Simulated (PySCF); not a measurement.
From computed data to an observable: oscillator strength and radiative lifetime

CH₅FO₂Si₂, SMILES O1CO[Si@@H]([SiH2]1)F.

The structure is a stationary point at PBE0-D3(BJ)/def2-SVP. The structure was generated by enumeration; whether it is a known compound was not checked. One conformer was computed; it need not be the lowest.

TDDFT-PBE0/def2-SVPD in PySCF 2.14.0 puts the first singlet state with f over 0.02 at 6.64 eV (vertical), with the transition dipole (-0.033, 0.174, -0.507) in atomic units.

Question: Find the oscillator strength, the wavelength and the radiative lifetime that this transition would have in vacuum if emission retraced absorption.

Answer: 
|μ|² = 0.2884 au, so |μ| = 1.36 D. ΔE = 6.64/27.211 = 0.2440 hartree. f = (2/3) ΔE |μ|² = 0.047 (the program prints 0.047).
λ = 1239.84/6.64 = 187 nm; ν = 53555 cm⁻¹.
Einstein's coefficient A = 0.6670 ν² f s⁻¹ (ν in cm⁻¹) = 9.0e7 s⁻¹, so τ = 1/A = 11 ns. This state is S3; the lower singlets have f = 0.010, 0.004. The figure is the radiative limit of this one transition; relaxation, internal conversion, crossing to triplets and a medium change what is measured.
